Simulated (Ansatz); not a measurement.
Born–Oppenheimer molecular dynamics of BClFH₃O (7 atoms, charge 0, multiplicity 1). It starts at the highest image of a converged band, a first-order saddle point between two minima.

Level of theory: Ansatz, RKS PBE0-D4/def2-SVP.

```json
{"ensemble": "NVE (velocity Verlet)", "time step": "0.5 fs", "steps asked": "200", "starting velocities drawn for": "300 K", "seed": "8384"}
```

Frames 2.5 fs apart, positions in Å, forces in eV/Å.

Velocities at 25 fs (Å/ps):

```
B -3.18 -10.63 6.77
F 0.21 -1.12 -4.81
Cl 0.28 0.07 0.10
H -3.96 14.42 -13.28
O 0.78 3.89 0.97
H 3.22 4.64 -15.83
H 8.62 51.76 28.32
```

```xyz
7
Properties=species:S:1:pos:R:3:forces:R:3 time_fs=25 energy_less_start_eV=-0.158 T=548
B 0.089 0.274 0.084 -0.62 -1.91 1.40
F -0.106 -0.332 1.510 -0.21 0.00 -2.38
Cl 1.595 -0.344 -0.671 0.41 0.09 0.07
H -0.800 0.359 -0.714 -0.52 -0.33 0.36
O 0.302 1.633 0.730 1.00 2.70 -2.77
H 1.249 1.796 0.618 0.34 0.39 -0.08
H 0.229 1.222 1.562 -0.41 -0.94 3.40
7
Properties=species:S:1:pos:R:3:forces:R:3 time_fs=27.5 energy_less_start_eV=-0.400 T=917
B 0.079 0.243 0.105 -0.90 -0.94 1.40
F -0.106 -0.335 1.494 -0.31 -0.19 -2.19
Cl 1.596 -0.344 -0.671 0.34 0.05 0.10
H -0.819 0.384 -0.730 0.03 -0.52 0.89
O 0.306 1.647 0.729 1.16 1.01 1.09
H 1.261 1.817 0.577 -0.33 0.19 0.07
H 0.242 1.336 1.698 0.01 0.40 -1.36
7
Properties=species:S:1:pos:R:3:forces:R:3 time_fs=30 energy_less_start_eV=-0.465 T=1021
B 0.064 0.207 0.134 -0.58 -0.21 1.23
F -0.107 -0.339 1.471 -0.41 -0.53 -1.71
Cl 1.598 -0.343 -0.670 0.17 0.07 0.14
H -0.839 0.377 -0.697 0.11 -0.57 0.87
O 0.314 1.665 0.731 0.76 0.71 2.47
H 1.257 1.851 0.540 -0.26 0.11 0.14
H 0.254 1.465 1.773 0.21 0.43 -3.15
7
Properties=species:S:1:pos:R:3:forces:R:3 time_fs=32.5 energy_less_start_eV=-0.774 T=1493
B 0.046 0.169 0.169 0.25 0.24 0.64
F -0.109 -0.344 1.443 -0.47 -1.02 -0.55
Cl 1.599 -0.343 -0.670 -0.07 0.14 0.22
H -0.854 0.338 -0.614 -0.31 -0.41 0.26
O 0.325 1.686 0.741 0.35 1.10 -1.60
H 1.240 1.892 0.510 0.29 0.16 -0.03
H 0.276 1.615 1.687 -0.03 -0.21 1.07
7
Properties=species:S:1:pos:R:3:forces:R:3 time_fs=35 energy_less_start_eV=-0.718 T=1408
B 0.030 0.133 0.207 1.07 0.99 -1.03
F -0.112 -0.353 1.414 -0.51 -1.84 1.80
Cl 1.601 -0.342 -0.668 -0.31 0.20 0.28
H -0.888 0.274 -0.516 -0.67 -0.14 -0.41
O 0.337 1.711 0.745 0.39 0.82 -3.34
H 1.237 1.942 0.479 0.20 0.06 -0.09
H 0.296 1.760 1.665 -0.16 -0.09 2.79
7
Properties=species:S:1:pos:R:3:forces:R:3 time_fs=37.5 energy_less_start_eV=-0.492 T=1062
B 0.019 0.102 0.239 0.97 2.00 -3.87
F -0.117 -0.367 1.391 -0.51 -2.78 4.67
Cl 1.602 -0.341 -0.667 -0.50 0.25 0.33
H -0.958 0.202 -0.440 -0.18 0.07 -0.46
O 0.351 1.740 0.738 0.22 1.24 2.15
H 1.245 1.995 0.443 -0.18 -0.12 0.11
H 0.309 1.892 1.767 0.17 -0.67 -2.93
7
Properties=species:S:1:pos:R:3:forces:R:3 time_fs=40 energy_less_start_eV=-0.432 T=967
B 0.013 0.082 0.251 0.28 2.17 -5.13
F -0.124 -0.390 1.381 -0.30 -2.88 5.70
Cl 1.603 -0.340 -0.665 -0.66 0.31 0.35
H -1.036 0.133 -0.390 0.64 0.30 -0.30
O 0.366 1.772 0.738 0.13 0.95 1.27
H 1.244 2.041 0.413 -0.18 -0.16 0.09
H 0.331 1.988 1.728 0.09 -0.68 -1.98
7
Properties=species:S:1:pos:R:3:forces:R:3 time_fs=42.5 energy_less_start_eV=-0.421 T=955
B 0.009 0.074 0.235 -0.15 1.06 -3.09
F -0.132 -0.422 1.390 0.12 -1.76 3.74
Cl 1.602 -0.338 -0.662 -0.79 0.37 0.34
H -1.079 0.083 -0.359 0.90 0.52 -0.40
O 0.381 1.808 0.740 -0.06 -1.03 -4.83
H 1.234 2.079 0.386 0.24 -0.06 -0.19
H 0.356 2.052 1.605 -0.27 0.90 4.44
7
Properties=species:S:1:pos:R:3:forces:R:3 time_fs=45 energy_less_start_eV=-0.650 T=1301
B 0.005 0.071 0.202 0.18 -0.21 0.16
F -0.139 -0.459 1.409 0.44 -0.33 0.87
Cl 1.600 -0.335 -0.659 -0.83 0.39 0.27
H -1.072 0.064 -0.353 0.41 0.63 -0.71
O 0.396 1.841 0.730 -0.52 0.10 0.22
H 1.237 2.113 0.351 0.30 -0.02 -0.07
H 0.369 2.148 1.663 0.01 -0.57 -0.75
7
Properties=species:S:1:pos:R:3:forces:R:3 time_fs=47.5 energy_less_start_eV=-0.470 T=1029
B 0.001 0.068 0.170 0.77 -1.00 2.47
F -0.145 -0.498 1.432 0.51 0.74 -1.28
Cl 1.597 -0.332 -0.655 -0.77 0.37 0.20
H -1.041 0.081 -0.388 -0.21 0.59 -0.83
O 0.409 1.875 0.718 -0.21 0.80 2.10
H 1.255 2.145 0.313 -0.28 -0.17 0.37
H 0.381 2.218 1.706 0.19 -1.33 -3.03
7
Properties=species:S:1:pos:R:3:forces:R:3 time_fs=50 energy_less_start_eV=-0.526 T=1110
B 0.002 0.059 0.151 0.47 -1.34 3.08
F -0.150 -0.534 1.451 0.43 1.39 -2.56
Cl 1.592 -0.328 -0.651 -0.63 0.28 0.17
H -1.018 0.133 -0.469 0.04 0.41 -0.27
O 0.422 1.911 0.712 -0.18 -0.87 -2.22
H 1.260 2.167 0.294 -0.18 -0.13 0.28
H 0.403 2.219 1.599 0.04 0.25 1.51
7
Properties=species:S:1:pos:R:3:forces:R:3 time_fs=52.5 energy_less_start_eV=-0.416 T=941
B 0.005 0.043 0.148 -0.22 -1.17 2.61
F -0.153 -0.566 1.462 0.30 1.71 -3.16
Cl 1.586 -0.323 -0.646 -0.40 0.14 0.17
H -0.990 0.209 -0.565 0.62 0.05 0.63
O 0.433 1.943 0.699 -1.04 -1.47 -2.68
H 1.259 2.183 0.290 0.69 0.11 -0.18
H 0.428 2.232 1.574 0.05 0.63 2.61
```

Of the whole run (100 fs, mean temperature of the second half 754 K): The conserved energy stayed within 0.53 meV per atom of its start (net change -0.009 meV per atom), so the integration is sound. The kinetic energy rose, since the run started high on the potential surface and went downhill. It ends in pieces (BClFH + H2O), so much of that is their flight and rotation, not heat. A run of 0.1 ps of so small a system gives no equilibrium averages. The orbitals stay closed-shell, which can raise the energy where a bond breaks towards radicals; this wasn't checked here.

Time of the run: 8.7 min on 1 thread of Arm Neoverse V1, on a shared host, peak memory 0.15 GiB.
